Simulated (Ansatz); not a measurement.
C₃H₁₀N (SMILES C[NH+](C)C), charge +1, singlet, geometry from GFN2-xTB, atoms displaced at random by about 0.03 Å a coordinate; R2SCAN/6-31G, gradient run with Ansatz (an electronic-structure program).

Here is a job for Ansatz.
Ansatz 0.2 input:
```yaml
crystal:
  periodic: [false, false, false]
  atoms:
    - {symbol: N, position_ang: [-0.02212901, -0.04059817, 0.33790860]}
    - {symbol: C, position_ang: [-0.02438570, 1.42541034, -0.03584950]}
    - {symbol: C, position_ang: [1.22738195, -0.68219410, -0.13832994]}
    - {symbol: C, position_ang: [-1.20543456, -0.71043148, -0.12463592]}
    - {symbol: H, position_ang: [0.00393868, 1.42143667, -1.19797380]}
    - {symbol: H, position_ang: [0.85913071, 1.93082978, 0.25831837]}
    - {symbol: H, position_ang: [-0.91467934, 1.91076803, 0.28656799]}
    - {symbol: H, position_ang: [1.23015734, -0.71943021, -1.23881443]}
    - {symbol: H, position_ang: [1.25456561, -1.71633343, 0.25673168]}
    - {symbol: H, position_ang: [2.14397760, -0.14864223, 0.27932848]}
    - {symbol: H, position_ang: [-1.23799003, -0.71037911, -1.21015772]}
    - {symbol: H, position_ang: [-2.15457319, -0.20129331, 0.16459575]}
    - {symbol: H, position_ang: [-1.21006661, -1.71579201, 0.28597735]}
    - {symbol: H, position_ang: [-0.03341730, 0.04259983, 1.38620579]}
basis:
  gaussian:
    orbitals: 6-31G
hamiltonian:
  xc: r2scan
total_charge: 1
output: {forces: true}
```

Problem. Predict the main parts of the log of this Ansatz run.

Solution. 
```
Functional definition: r2SCAN
833 factors; integrals over basis functions are off by at most 1.8e-4 eV
mean field evaluation 1: about -4741.1384 eV, gradient 7.0e1 eV
mean field evaluation 2: about -4733.8121 eV, gradient 8.7e1 eV
mean field evaluation 4: about -4752.9632 eV, gradient 3.8e0 eV
mean field evaluation 8: about -4752.9705 eV, gradient 1.5e-1 eV
mean field -4752.97055927 eV, -174.6684463741 hartree, gradient 5.9e-5 eV, S^2 0.000000; 0 other end points of the search recorded, 0 dependent functions left out
the calculation of the forces begins
reference -4752.97056565 eV, -174.6684466086 hartree; 17, 17 occupied and 39, 39 virtual orbitals, 833 factors
Total energy: -4752.97056565 eV, -174.6684466086 hartree
Atom 0 at    -0.022129    -0.040598     0.337909 Å, force     0.998453     2.670732     2.175579 eV/Å
Atom 1 at    -0.024386     1.425410    -0.035849 Å, force    -0.059615    -0.524284    -4.034539 eV/Å
Atom 2 at     1.227382    -0.682194    -0.138330 Å, force     1.823329    -0.809990     0.680197 eV/Å
Atom 3 at    -1.205435    -0.710431    -0.124636 Å, force    -2.584595    -0.706330    -0.395940 eV/Å
Atom 4 at     0.003939     1.421437    -1.197974 Å, force    -0.245250     0.240946     1.790798 eV/Å
Atom 5 at     0.859131     1.930830     0.258318 Å, force     0.955503     0.312604     0.794012 eV/Å
Atom 6 at    -0.914679     1.910768     0.286568 Å, force    -0.790815     0.319697     0.470608 eV/Å
Atom 7 at     1.230157    -0.719430    -1.238814 Å, force     0.025756     0.215001     0.351012 eV/Å
Atom 8 at     1.254566    -1.716333     0.256732 Å, force    -0.026772     0.357213    -0.256655 eV/Å
Atom 9 at     2.143978    -0.148642     0.279328 Å, force    -1.252830    -0.468752    -0.695148 eV/Å
Atom 10 at    -1.237990    -0.710379    -1.210158 Å, force     0.323091    -0.280132    -0.276583 eV/Å
Atom 11 at    -2.154573    -0.201293     0.164596 Å, force     0.810589    -0.137531     0.265474 eV/Å
Atom 12 at    -1.210067    -1.715792     0.285977 Å, force    -0.137649    -0.286819    -0.187531 eV/Å
Atom 13 at    -0.033417     0.042600     1.386206 Å, force     0.160804    -0.902353    -0.681284 eV/Å
Dipole moment:     0.006222     0.022654     0.204999 e Å
```
